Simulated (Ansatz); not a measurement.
Basis sets compared for N-butyl-N-methylpyrrolidinium bromide (C9H20BrN). Charge 0, multiplicity 1. Geometry PBE-D4/def2-SVP. Ansatz on 4 threads of Arm Neoverse V1 on a shared host; times are rough, and most runs start from earlier orbitals.

```xyz
31

C     0.5145   -4.1550   -0.7567
C     1.0443   -2.8544   -0.1539
C     0.1069   -1.6602   -0.3883
C     0.7212   -0.3927    0.1834
N    -0.1385    0.8534    0.0877
C    -0.5039    1.1309   -1.3468
C     0.6388    2.0405    0.6476
C    -0.4277    3.0948    0.9427
C    -1.7427    2.2971    1.1866
C    -1.3673    0.8232    0.9645
H    -0.4731   -4.4312   -0.3280
H     1.2083   -4.9994   -0.5691
H     0.3868   -4.0664   -1.8565
H     1.2099   -2.9846    0.9397
H     2.0396   -2.6116   -0.5872
H    -0.8901   -1.8786    0.0597
H    -0.0444   -1.5468   -1.4828
H     1.6594   -0.1147   -0.3693
H     0.9505   -0.5117    1.2627
H     0.4644    1.1985   -1.9114
H    -1.0522    2.0873   -1.3988
H    -1.1480    0.3133   -1.7137
H     1.1163    1.6704    1.5760
H     1.4448    2.2781   -0.0935
H    -0.5401    3.7985    0.0947
H    -0.1345    3.7025    1.8194
H    -2.1420    2.4369    2.2094
H    -2.5412    2.6154    0.4885
H    -2.1523    0.2109    0.4842
H    -1.0636    0.3299    1.9088
Br    2.8562    1.3257   -1.8997
```

Binding counts from free atoms (C triplet, N quartet, H doublet, Br doublet) in the same basis, without a counterpoise term.

```
           level  functions  energy (Eh)  HOMO (eV)  LUMO (eV)  binding per atom (eV)  wall time
 PBE-D4/def2-SVP        272   -2982.3567      -3.68      -0.37                   4.17        7 s
PBE0-D4/def2-SVP        272   -2982.5253      -4.89       0.48                   4.12       13 s
```

(1) Estimate the rows for PBE-D4/def2-TZVP, PBE0-D4/def2-TZVP (with forces).

Results:

(1) 
| level | functions | energy (Eh) | HOMO (eV) | LUMO (eV) | binding per atom (eV) | wall time |
| --- | --- | --- | --- | --- | --- | --- |
| PBE-D4/def2-TZVP | 478 | -2983.1117 | -4.13 | -0.78 | 4.13 | 13 s |
| PBE0-D4/def2-TZVP (with forces) | 478 | -2983.2692 | -5.28 | 0.02 | 4.08 | 50 s |
